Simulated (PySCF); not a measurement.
C3H9NSi. Atoms are numbered in the order given.

```xyz
14

N      2.1197    -0.2369    -0.3346
Si     0.5609     0.3443     0.1106
C     -0.9477     0.3924    -1.0423
C     -1.7742    -0.0667     0.1876
C     -0.6711    -0.7555     1.0341
H      2.2591    -1.0977    -0.8486
H      2.9166     0.3823    -0.4071
H      0.8040     1.6605     0.7794
H     -1.2783     1.3107    -1.5490
H     -0.8903    -0.4139    -1.7937
H     -2.6418    -0.7050    -0.0491
H     -2.1643     0.8127     0.7264
H     -0.7859    -0.7229     2.1271
H     -0.5515    -1.8103     0.7325
```
Charge 0, spin multiplicity 1.

The structure is a stationary point at PBE0-D3(BJ)/def2-SVP. One conformer was computed; it need not be the lowest.

Computed with PBE0-D3(BJ)/def2-SVP in PySCF.

Frequencies are harmonic and unscaled.

```tsv
mode	ν (cm⁻¹)	IR (km/mol)	moving atoms (share of kinetic energy)
1	120	21.8	H 55 %, N 18 %, C 18 %, Si 9 %
2	137	13.1	H 46 %, C 23 %, N 23 %, Si 8 %
3	243	97.9	H 80 %, C 10 %, Si 9 %
4	266	8.7	H 51 %, Si 22 %, C 16 %, N 11 %
5	321	72.7	H 64 %, N 24 %
6	450	3.6	C 43 %, H 27 %, Si 17 %, N 13 %
7	565	3.4	H 88 %, C 10 %
8	639	9.4	H 64 %, C 19 %, Si 11 %
9	660	35.6	C 47 %, H 27 %, Si 26 %
10	697	13.0	H 81 %, C 14 %
11	803	82.4	H 77 %, C 12 %, Si 11 %
12	826	27.8	H 46 %, C 44 %, N 8 %
13	871	18.7	H 45 %, N 32 %, Si 17 %
14	896	46.8	H 63 %, C 17 %, Si 12 %
15	907	73.4	H 56 %, C 34 %
16	960	5.8	H 98 %
17	965	132.0	H 36 %, C 36 %, Si 20 %
18	980	7.4	C 59 %, H 41 %
19	1064	0.5	H 65 %, C 35 %
20	1155	49.4	H 53 %, C 46 %
21	1207	1.8	H 70 %, C 29 %
22	1234	2.3	H 82 %, C 18 %
23	1283	1.0	H 74 %, C 26 %
24	1406	8.5	H 91 %, C 9 %
25	1427	7.7	H 91 %, C 9 %
26	1468	1.7	H 91 %, C 9 %
27	1538	55.9	H 89 %, N 11 %
28	2217	149.3	H 97 %
29	3059	40.6	H 95 %
30	3072	14.2	H 94 %
31	3074	6.4	H 94 %
32	3114	19.1	H 90 %, C 10 %
33	3153	13.9	H 91 %, C 9 %
34	3156	12.3	H 91 %, C 9 %
35	3631	39.5	H 96 %
36	3735	38.5	H 91 %, N 9 %
```
